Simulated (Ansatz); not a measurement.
`N#[C][AlH][OH]` → Al• + C• + 2 H• + N• + O•  (atomization)

Gas-phase electronic energies from Ansatz, PBE0-D4/def2-TZVP geometries. CCSD(T)/CBS is the MP2 limit (def2-TZVPP, def2-QZVPP) plus CCSD(T) − MP2 in def2-TZVPP, frozen cores. This one scheme is used for every species, atoms too. DFT in def2-TZVPP. No spin–orbit coupling; open shells (•) take unrestricted orbitals. Spin–orbit coupling would lower the free atoms: a little for Al, C, O. Each species was taken in one conformer, which may not be the lowest.

`N#[C][AlH][OH]`:

Cartesian coordinates in Å:
```
N 1.626 0.899 -2.078
C 1.005 0.582 -1.159
Al 0.020 0.107 0.430
O -1.232 -0.980 0.157
H 0.402 0.716 1.824
H -1.822 -1.324 0.826
```

| level | ΔE (kJ/mol) |
| --- | --- |
| r2SCAN | 2419.9 |
| CCSD/CBS(def2) | 2384.1 |

(1) What does CCSD(T)/CBS give? (An estimate is asked.)

Largest T1 diagnostic among the species: 0.018.

Answers

(1) Computed: +2438.8 kJ/mol. The listed levels differ from it by -18.9, -54.7 kJ/mol.

Leaving LDA and LC-ωPBE aside and taking each functional with its dispersion term where it has one, the values, not all of them listed here, spread over 185.3 kJ/mol, from BHLYP-D4 to PBE-D4. LDA lies +299.7 kJ/mol from PBE without D4, its usual overbinding. At CCSD(T), def2-SVP lies −168.3 kJ/mol from the extrapolated value and def2-TZVPP −80.4 kJ/mol: correlation converges slowly with the basis, and small sets miss more of it in the bonded molecule than in its fragments. In def2-TZVPP, CCSD(T) changes the Hartree–Fock value by +718.6 kJ/mol (the triples alone add +54.7 kJ/mol) and MP2 by +814.3 kJ/mol; breaking electron pairs costs correlation energy, which Hartree–Fock lacks.

For atomizations the MP2-based limit and the directly extrapolated one differ by several kJ/mol either way, and by 10 to 25 for some Ge, Se and Sn compounds, so smaller differences from it don't rank the levels.
